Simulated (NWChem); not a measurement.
System meant: C4H4OS; SMILES C=C1CC(=O)S1

NWChem input:

```
start job
memory heap 200 mb stack 900 mb global 1100 mb
geometry units angstroms noautoz
  C      0.296773    -2.380265     0.000000
  C      0.215014    -1.053274     0.000000
  C      1.258741     0.038829     0.000000
  C      0.234800     1.159873     0.000000
  O      0.306736     2.342913     0.000000
  S     -1.195602     0.029994     0.000000
  H      1.274009    -2.869647     0.000000
  H     -0.592139    -3.014151     0.000000
  H      1.904051     0.064598    -0.894125
  H      1.904051     0.064598     0.894125
end
basis spherical
  C library def2-svp
  O library def2-svp
  S library def2-svp
  H library def2-svp
end
dft
  xc xpbe96 cpbe96
  iterations 4
  mulliken
end
task dft energy
```

End of the output:

```
    Atom       Charge   Shell Charges
 -----------   ------   -------------------------------------------------------
    1 C    6     6.06   1.97  0.60  0.32  1.86  1.25  0.07
    2 C    6     6.19   1.97  0.65  0.31  1.92  1.23  0.11
    3 C    6     6.08   1.96  0.61  0.30  1.95  1.18  0.09
    4 C    6     6.07   1.96  0.65  0.32  1.80  1.10  0.23
    5 O    8     8.09   1.97  0.93  0.64  2.68  1.84  0.03
    6 S   16    15.70   2.00  1.95  0.99  0.66  5.80  1.90  2.28  0.11
    7 H    1     0.97   0.62  0.27  0.07
    8 H    1     0.96   0.62  0.27  0.07
    9 H    1     0.94   0.62  0.25  0.07
   10 H    1     0.94   0.62  0.25  0.07

 center of mass
 --------------
 x =  -0.08522037 y =   0.10662880 z =   0.00000000

 moments of inertia (a.u.)
 ------------------
         728.674923865932          -0.000000000000           0.000000000000
          -0.000000000000         282.674391413738           0.000000000000
           0.000000000000           0.000000000000         999.840270861294

     Multipole analysis of the density
     ---------------------------------

     L   x y z        total         alpha         beta         nuclear
     -   - - -        -----         -----         ----         -------
     0   0 0 0     -0.000000    -26.000000    -26.000000     52.000000

     1   1 0 0      0.476768      0.238384      0.238384     -0.000000
     1   0 1 0     -0.964654     -0.482327     -0.482327      0.000000
     1   0 0 1      0.000000      0.000000      0.000000      0.000000

     2   2 0 0    -28.975521    -92.169304    -92.169304    155.363087
     2   1 1 0     -0.500469      1.527461      1.527461     -3.555391
     2   1 0 1      0.000000      0.000000      0.000000      0.000000
     2   0 2 0    -33.495279   -213.108058   -213.108058    392.720838
     2   0 1 1     -0.000000     -0.000000     -0.000000      0.000000
     2   0 0 2    -31.380352    -18.545098    -18.545098      5.709843

 ------------------------------------------------------------------------
 dft energy failed                                                                                  0
 ------------------------------------------------------------------------
 ------------------------------------------------------------------------
  current input line :
    26: task dft energy
 ------------------------------------------------------------------------
 ------------------------------------------------------------------------
 This type of error is most commonly associated with calculations not reaching convergence criteria
 ------------------------------------------------------------------------
 For more information see the NWChem manual at https://nwchemgit.github.io

0:dft energy failed:Received an Error in Communication
```

Question: What is wrong, and how is it mended?

Answer: The run did not converge; its last values are not results. Cause: the SCF was allowed too few iterations. This input runs:
```
start job
memory heap 200 mb stack 900 mb global 1100 mb
geometry units angstroms noautoz
  C      0.296773    -2.380265     0.000000
  C      0.215014    -1.053274     0.000000
  C      1.258741     0.038829     0.000000
  C      0.234800     1.159873     0.000000
  O      0.306736     2.342913     0.000000
  S     -1.195602     0.029994     0.000000
  H      1.274009    -2.869647     0.000000
  H     -0.592139    -3.014151     0.000000
  H      1.904051     0.064598    -0.894125
  H      1.904051     0.064598     0.894125
end
basis spherical
  * library def2-svp
end
dft
  xc xpbe96 cpbe96
  iterations 150
  mulliken
end
task dft energy
```
It converges to -627.48022 Ha (PBE/def2-SVP).
